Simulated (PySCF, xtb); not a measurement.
Se(F)(Et) (C₂H₅FSe), SMILES CC[Se]F. One conformer was computed; it need not be the lowest.

Harmonic wavenumbers (cm⁻¹) from GFN2-xTB run with xtb at its own minimum, in rising order: 71, 167, 239, 278, 497, 538, 740, 977, 1003, 1071, 1212, 1222, 1400, 1424, 1483, 1489, 2969, 2973, 3023, 3034, 3042.

**Question.** What does PySCF 2.14.0 with PBE-D3(BJ)/def2-SVP give at its own minimum? (Estimate from the structure and the level; the computed values follow.)

**Answer.** 87, 174, 261, 304, 549, 624, 714, 934, 976, 1043, 1191, 1217, 1334, 1375, 1406, 1428, 2973, 2976, 3043, 3064, 3084. Paired by order, the mean absolute difference is 34 cm⁻¹ and the zero-point energies are 41.2 and 41.1 kcal/mol.
